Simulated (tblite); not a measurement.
C16H12BP (graphitic B, N-doped PAH), SMILES C1=CB2C=CP3C=CC=C4C=CC=CC(=C1)C4=C23 at step 1 of a GFN2-xTB optimisation (tblite, gas phase), coordinates in Å:

```
  1 C     0.696    3.036    0.529
  2 C     1.928    2.445    0.337
  3 B     2.112    1.021   -0.142
  4 C     3.506    0.427   -0.410
  5 C     3.573   -0.894   -0.182
  6 P     2.046   -1.668    0.483
  7 C     1.446   -2.377   -1.082
  8 C     0.141   -2.660   -1.244
  9 C    -0.859   -2.412   -0.224
 10 C    -1.027   -1.266    0.478
 11 C    -2.138   -1.195    1.440
 12 C    -3.202   -0.408    1.238
 13 C    -3.374    0.431    0.064
 14 C    -2.402    1.103   -0.558
 15 C    -1.006    1.214   -0.067
 16 C    -0.556    2.518    0.097
 17 C    -0.254   -0.022    0.235
 18 C     1.120   -0.098    0.213
 19 H     0.721    4.054    0.899
 20 H     2.805    3.028    0.596
 21 H     4.372    1.006   -0.714
 22 H     4.487   -1.454   -0.324
 23 H     2.161   -2.639   -1.850
 24 H    -0.154   -3.194   -2.146
 25 H    -1.593   -3.211   -0.066
 26 H    -2.145   -1.887    2.277
 27 H    -4.031   -0.494    1.933
 28 H    -4.392    0.553   -0.309
 29 H    -2.688    1.743   -1.398
 30 H    -1.295    3.299   -0.105
```

What are the forces on the atoms (eV/Å)?


```
  1 C     0.95   -0.49   -0.42
  2 C    -1.19    0.30    0.03
  3 B     0.33    0.03    0.68
  4 C    -0.03   -0.19   -0.06
  5 C     0.03    0.14   -0.09
  6 P     0.06    0.32   -0.42
  7 C    -0.44   -0.14    0.03
  8 C     0.34   -0.17    0.21
  9 C     0.02    0.10   -0.07
 10 C    -0.05    0.04   -0.17
 11 C    -0.14    0.15   -0.26
 12 C    -0.08   -0.17   -0.12
 13 C    -0.29   -0.06    0.23
 14 C     0.41    0.18    0.26
 15 C     0.43   -0.06    0.01
 16 C    -0.04   -0.48   -0.02
 17 C    -0.14    0.16   -0.02
 18 C    -0.60    0.52   -0.38
 19 H    -0.36    0.10   -0.02
 20 H    -0.11    0.06    0.04
 21 H     0.02   -0.21   -0.08
 22 H    -0.03   -0.26    0.19
 23 H     0.06    0.10    0.02
 24 H    -0.18    0.10    0.20
 25 H     0.27    0.25   -0.08
 26 H     0.20    0.10   -0.11
 27 H    -0.03    0.19   -0.15
 28 H     0.19   -0.15    0.18
 29 H     0.32   -0.17    0.26
 30 H     0.07   -0.29    0.13
```
